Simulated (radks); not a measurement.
Q: Pm20+, 41 electrons, occupied as [Kr] 4d5. Method: scalar-relativistic Kohn-Sham, LDA (Slater exchange, VWN5 correlation), spin-polarised, spherical densities, finite nucleus; open shells are filled with parallel spins first (spin-orbit coupling, left out, can overturn this in heavy ions); Fermi nuclear charge, rms radius 4.962 fm; computed with a radial shooting solver on a logarithmic mesh with Libxc functionals. Some entries of the table are withheld. Estimate them.

orbital  occ.  eigenvalue (Ry)  <r> (bohr)
1s up       1        -3345.237     0.02320
1s down     1        -3345.228     0.02320
2s up       1        -577.3888     0.09902
2s down     1        -577.1457     0.09901
2p up       3        -520.1681     0.08712
2p down     3        -519.9691     0.08710
3s up       1        -156.0760      0.2599
3s down     1        -155.9091      0.2597
3p up       3        -138.1083      0.2578
3p down     3        -137.9311      0.2575
3d up       5        -113.5864      0.2347
3d down     5        -113.3602      0.2345
4s up       1              (1)      0.5613
4s down     1              (2)      0.5616
4p up       3        -52.74154      0.5822
4p down     3        -52.10446      0.5829
4d up       5        -43.86825         (3)
4d down     0        -43.24048         (4)

A: 
(1) 4s up eigenvalue (Ry): -59.04190
(2) 4s down eigenvalue (Ry): -58.39777
(3) 4d up <r> (bohr): 0.6018
(4) 4d down <r> (bohr): 0.6031
